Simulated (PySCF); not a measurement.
# MMg for M along group 12

CCSD(T) with double-zeta basis sets in PySCF, for the lowest determinant that a PBE0 search found; no spin–orbit coupling. De refers to high-spin ground-configuration atoms.

```csv
M,basis,"reference, frozen orbitals",state (unpaired electrons),Re (Å),ωe (cm⁻¹),De (eV)
Zn,def2-SVP,"RHF, 6",singlet (closed shell),3.747,46.4,0.06
Cd,def2-SVPD,"RHF, 1",singlet (closed shell),4.045,32.0,0.04
Hg,def2-SVP,"RHF, 1",singlet (closed shell),4.148,29.8,0.04
```

The shortest bond is that of MgZn (3.747 Å), the longest that of MgHg (4.148 Å).

The rows differ in basis set, which adds steps of its own.

Relativity is treated differently too: Zn no relativity; Cd scalar-relativistic core potentials; Hg scalar-relativistic core potentials.

Down a group bonds as a rule get longer and wavenumbers fall, partly through the reduced mass; this series shows no clear exception.

Correlated steps freeze the inner cores (1 to 6 orbitals); shallow outer-core shells are correlated. Weak bonds: MgCd, MgHg, MgZn. Basis-set superposition, not corrected here, can be much of De in a small basis, most of all at correlated wavefunction levels. Spin–orbit coupling is left out.
